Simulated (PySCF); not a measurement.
N,N-dimethylethenamine (C4H9N), SMILES C=CN(C)C.

Coordinates come from a B3LYP-D3(BJ)/def2-SVP optimisation. One conformer was computed; it need not be the lowest.

All values below come from B3LYP-D3(BJ)/def2-SVP run with PySCF.

Harmonic, unscaled wavenumbers; measured fundamentals usually lie a few per cent lower.

```
mode  ν (cm⁻¹)  IR (km/mol)  Raman (Å⁴/amu)  depolarisation  moving atoms (share of kinetic energy)
----  --------  -----------  --------------  --------------  --------------------------------------
1          143          5.7             3.2            0.67                  H 41 %, C 38 %, N 21 %
2          203          0.3             2.6            0.69                          H 90 %, C 10 %
3          218          1.0             1.2            0.51                          H 83 %, C 12 %
4          276          6.8             2.8            0.52                  H 54 %, N 28 %, C 18 %
5          321          0.9             1.2            0.74                          C 50 %, H 43 %
6          427          0.2             1.2            0.42                          C 49 %, H 44 %
7          573          2.9             3.6            0.48                   C 56 %, H 35 %, N 9 %
8          700          4.0             3.7            0.75                          H 64 %, C 29 %
9          798         58.0             4.0            0.75                          H 69 %, C 31 %
10         816          8.3             6.0            0.22                          C 65 %, H 31 %
11         994         10.3             3.2            0.67                          H 85 %, C 14 %
12        1022         16.1             5.1            0.74                  H 59 %, C 31 %, N 10 %
13        1084          8.0             2.9            0.73                          H 70 %, C 26 %
14        1117          9.6             3.7            0.72                          H 78 %, C 21 %
15        1123         59.4             2.1            0.23                          H 56 %, C 39 %
16        1161         18.0             1.8            0.70                  H 69 %, C 19 %, N 12 %
17        1293         22.0             0.8            0.40                  N 38 %, H 37 %, C 25 %
18        1328          5.9            29.4            0.35                  H 63 %, C 26 %, N 11 %
19        1384         58.6             2.3            0.75                  H 43 %, N 40 %, C 17 %
20        1428          8.3            13.0            0.74                          H 80 %, C 17 %
21        1437         19.9             2.1            0.73                          H 79 %, C 17 %
22        1453         12.2            22.1            0.72                                  H 95 %
23        1457         11.1            14.8            0.75                                  H 96 %
24        1469         12.8             9.1            0.72                          H 87 %, C 13 %
25        1486         11.8             7.9            0.73                                  H 94 %
26        1507         23.8            15.3            0.75                          H 83 %, N 11 %
27        1707        203.9            30.1            0.19                          C 81 %, H 14 %
28        2952         72.5            79.9            0.45                                  H 95 %
29        2960        104.8           247.3            0.09                                  H 95 %
30        3062         36.3           113.6            0.37                                  H 93 %
31        3069         29.3            80.6            0.33                                  H 93 %
32        3118         12.2            47.3            0.71                           H 91 %, C 9 %
33        3122         20.2            81.5            0.72                          H 90 %, C 10 %
34        3150         17.3            54.9            0.52                                  H 92 %
35        3167          0.1           137.9            0.12                                  H 94 %
36        3258         10.1            72.5            0.67                          H 89 %, C 11 %
```
